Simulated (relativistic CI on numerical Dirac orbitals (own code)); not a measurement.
Slater and spin-orbit integrals, Nb8+

Computed by Dirac-Coulomb-Breit CI, separate exchange-only KLI orbitals for each configuration, model QED (radiative potential, 1s self-energy scaled to tabulated hydrogen-like ionisation energies), unscaled Slater integrals (own radial code, finite nucleus).

Slater integrals F^k, G^k are unscaled and averaged over j, outside the closed core [Ar] 3d10; ζ comes from projecting the Hamiltonian with its Breit term on Σ l·s of the shell.

- 4s2 4p3: F^2(4p,4p) = 91092, ζ(4p) = 14399 cm⁻¹; <r>(4p) = 1.153, <r^2>(4p) = 1.499 (bohr units).
- 4s 4p4: F^2(4p,4p) = 91105, G^1(4s,4p) = 121050, ζ(4p) = 14350 cm⁻¹; <r>(4s) = 1.074, <r^2>(4s) = 1.296, <r>(4p) = 1.152, <r^2>(4p) = 1.498 (bohr units).
- 4p5: ζ(4p) = 14309 cm⁻¹; <r>(4p) = 1.153, <r^2>(4p) = 1.502 (bohr units).

In this model ζ of a weakly bound d, f or g electron outside closed shells comes out too small, for d by up to a factor of two or three and at times with the wrong sign; that of an outer p electron is too small as well.

Averages of the first 10 configurations, taken without configuration mixing, which lowers the lowest level and can move excited configurations by several eV; other configurations of the list can lie among them:

| Configuration | Parity | States | Average energy above the lowest level (eV) |
| --- | --- | --- | --- |
| 4s2 4p3 | odd | 20 | 6.8 |
| 4s 4p4 | even | 30 | 36.1 |
| 4p5 | odd | 6 | 69.5 |
| 4s2 4p2 4d | even | 150 | 49.4 |
| 4s 4p3 4d | odd | 400 | 77.0 |
| 4s2 4p2 4f | odd | 210 | 88.6 |
| 4s 4p3 4f | even | 560 | 116.5 |
| 4s2 4p2 5s | even | 30 | 75.2 |
| 4p4 4d | even | 150 | 108.8 |
| 4s2 4p2 5p | odd | 90 | 85.5 |
